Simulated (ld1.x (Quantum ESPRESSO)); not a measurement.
# u(r) = r·R(r): atom against pseudo-atom (potassium (K))

Columns: radius, all-electron u(r) and pseudo u(r) of the 3p shell (level -20.27 eV) of potassium in the configuration [Ne] 3s2 3p6 3d0 4s0 4p1; PBE, scalar-relativistic, TM scheme, ld1.x (Quantum ESPRESSO) 7.5.

| r (bohr) | all-electron | pseudo |
| --- | --- | --- |
| 0.210 | 0.4349 | -0.0784 |
| 0.420 | 0.0791 | -0.2838 |
| 0.630 | -0.4218 | -0.5388 |
| 0.840 | -0.7448 | -0.7533 |
| 1.050 | -0.8782 | -0.8680 |
| 1.260 | -0.8813 | -0.8770 |
| 1.470 | -0.8131 | -0.8126 |
| 1.680 | -0.7142 | -0.7142 |
| 1.890 | -0.6082 | -0.6082 |
| 2.100 | -0.5072 | -0.5072 |
| 2.310 | -0.4171 | -0.4171 |
| 2.520 | -0.3396 | -0.3396 |
| 2.730 | -0.2745 | -0.2745 |
| 2.940 | -0.2207 | -0.2207 |
| 3.150 | -0.1765 | -0.1765 |
| 3.360 | -0.1406 | -0.1406 |
| 3.570 | -0.1115 | -0.1115 |
| 3.780 | -0.0882 | -0.0882 |
| 3.990 | -0.0697 | -0.0697 |
| 4.200 | -0.0551 | -0.0551 |
| 4.410 | -0.0435 | -0.0435 |
| 4.620 | -0.0344 | -0.0344 |
| 4.830 | -0.0271 | -0.0271 |
| 5.040 | -0.0214 | -0.0214 |
| 5.250 | -0.0169 | -0.0169 |
| 5.460 | -0.0133 | -0.0133 |

(1) How many radial nodes do the two functions have?

(2) At about which radius was the pseudo-wave matched?

(3) Is the pseudo-wave norm-conserving?

Answers

(1) The all-electron 3p function has n − l − 1 = 1; the pseudo-wave has 0, since the states of the same l below it are removed with the core.

(2) 1.80 bohr, where the columns begin to agree (steps of 0.21 bohr).

(3) Yes: the TM scheme keeps the norm inside the radius equal to the all-electron one, which fixes the energy derivative of the logarithmic derivative at the level.
